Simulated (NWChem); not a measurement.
System: SnSiH4O, singlet; SMILES [OH][Sn][SiH3]

NWChem input:

```
start job
memory heap 200 mb stack 900 mb global 1100 mb
geometry units angstroms noautoz
  Sn     0.344400     0.566817    -0.122852
  O     -1.592071     1.040207     0.081108
  H     -2.187400     0.290559     0.201215
  Si    -0.160243    -2.084650    -0.023549
  H      0.990732    -2.941636     0.413058
  H     -0.564321    -2.560903    -1.391436
  H     -1.319010    -2.385550     0.886140
end
basis spherical
  * library def2-svp
end
ecp
  Sn library def2-ecp
end
dft
  xc mn15-l
  iterations 150
  mulliken
end
task dft energy
```

Excerpt of the output:

```
             Northwest Computational Chemistry Package (NWChem) 7.3.0
             --------------------------------------------------------

 C1  symmetry detected

                             Geometry "geometry" -> ""
                             -------------------------

 Output coordinates in angstroms (scale by  1.889725989 to convert to a.u.)

  No.       Tag          Charge          X              Y              Z
 ---- ---------------- ---------- -------------- -------------- --------------
    1 Sn                  50.0000     0.33032981     0.58529937     0.00078933
    2 O                    8.0000    -1.63763709     0.96307265    -0.00257986
    3 H                    1.0000    -2.20518303     0.18400229     0.03931777
    4 Si                  14.0000    -0.05197197    -2.08839596     0.00202874
    5 H                    1.0000     1.08483575    -2.89952814     0.54931928
    6 H                    1.0000    -0.28024711    -2.55416643    -1.40940993
    7 H                    1.0000    -1.28719159    -2.46231368     0.77354277

 Effective nuclear repulsion energy (a.u.)     318.4970599832

                                 NWChem DFT Module
                                 -----------------

 Summary of "ao basis" -> "ao basis" (spherical)
 ------------------------------------------------------------------------------
       Tag                 Description            Shells   Functions and Types
 ---------------- ------------------------------  ------  ---------------------
 Sn                         def2-svp                10       26   4s4p2d
 O                          def2-svp                 6       14   3s2p1d
 H                          def2-svp                 3        5   2s1p
 Si                         def2-svp                 8       18   4s3p1d

            General Information
            -------------------
          SCF calculation type: DFT
          Wavefunction type:  closed shell.
          No. of atoms     :     7
          No. of electrons :    48
           Alpha electrons :    24
            Beta electrons :    24
          Charge           :     0
          Spin multiplicity:     1
          Use of symmetry is: off; symmetry adaption is: off
          Maximum number of iterations: 150
          AO basis - number of functions:    78
                     number of shells:    36
          Convergence on energy requested:  1.00D-06
          Convergence on density requested:  1.00D-05
          Convergence on gradient requested:  5.00D-04

              XC Information
              --------------
                       MN15-L Method XC Functional
                        MN15-L Exchange Functional  1.000
                      MN15-L Correlation Potential  1.000

             Grid Information
             ----------------
          Grid used for XC integration:  medium
          Radial quadrature: Mura-Knowles
          Angular quadrature: Lebedev.
          Tag              B.-S. Rad. Rad. Pts. Rad. Cut. Ang. Pts.
          ---              ---------- --------- --------- ---------
          Sn                  1.45      123          10.0       590
          O                   0.60       49          12.0       434
          H                   0.35       45          11.0       434
          Si                  1.10       88          10.0       590
          Grid pruning is: on
          Number of quadrature shells:   440
          Spatial weights used:  Erf1

      Superposition of Atomic Density Guess
      -------------------------------------

 Sum of atomic energies:        -614.52255725

      Non-variational initial energy
      ------------------------------

 Total energy =    -579.101921
 1-e energy   =   -1208.839708
 2-e energy   =     465.504770
 HOMO         =      -0.202937
 LUMO         =      -0.064708

     ---------------------------------------------
      Total Density - Mulliken Population Analysis
     ---------------------------------------------

    Atom       Charge   Shell Charges
 -----------   ------   -------------------------------------------------------
    1 Sn  22    21.06   1.60  0.43  1.19  0.68  3.27  2.72  0.65  0.46  9.77  0.29
    2 O    8     8.98   1.99  1.12  0.68  3.12  2.07  0.00
    3 H    1     0.67   0.53  0.08  0.06
    4 Si  14    14.08   2.00  1.99  1.06  0.35  5.94  1.17  1.49  0.08
    5 H    1     1.06   0.69  0.37  0.01
    6 H    1     1.07   0.69  0.37  0.01
    7 H    1     1.07   0.69  0.37  0.01

   convergence    iter        energy       DeltaE   RMS-Dens  Diis-err
 ---------------- ----- ----------------- --------- --------- ---------
 d= 0,ls=0.0,diis     1   -580.2924933532 -7.45D+02  2.96D-02  8.65D-01
 d= 0,ls=0.0,diis     2   -578.8651076615  1.43D+00  2.56D-02  9.89D+00
 d= 0,ls=0.0,diis     3   -580.3779632809 -1.51D+00  3.81D-03  6.74D-02
 d= 0,ls=0.0,diis     4   -580.3881352237 -1.02D-02  1.08D-03  4.15D-03
 d= 0,ls=0.0,diis     5   -580.3888028147 -6.68D-04  3.31D-04  2.83D-04
  Resetting Diis
 d= 0,ls=0.0,diis     6   -580.3888582157 -5.54D-05  9.25D-05  2.51D-05
 d= 0,ls=0.0,diis     7   -580.3888626783 -4.46D-06  4.97D-05  1.35D-06
 d= 0,ls=0.0,diis     8   -580.3888624508  2.27D-07  2.58D-05  2.90D-06
 d= 0,ls=0.0,diis     9   -580.3888629220 -4.71D-07  5.71D-06  3.42D-07

         Total DFT energy =     -580.388862921959
      One electron energy =    -1209.884103448543
           Coulomb energy =      513.325464042395
    Exchange-Corr. energy =      -48.063240412606
 Nuclear repulsion energy =      164.233016896795

 Numeric. integr. density =       47.999999772233

                       DFT Final Molecular Orbital Analysis
                       ------------------------------------

[...]
```

Level: MN15-L/def2-SVP with def2 effective core potentials on Sn. Low-valent species are run as closed-shell singlets; no triplet was tried in these runs. Geometry: optimised at PBE0/def2-SVP. def2 effective core potentials on Sn; no spin-orbit coupling.
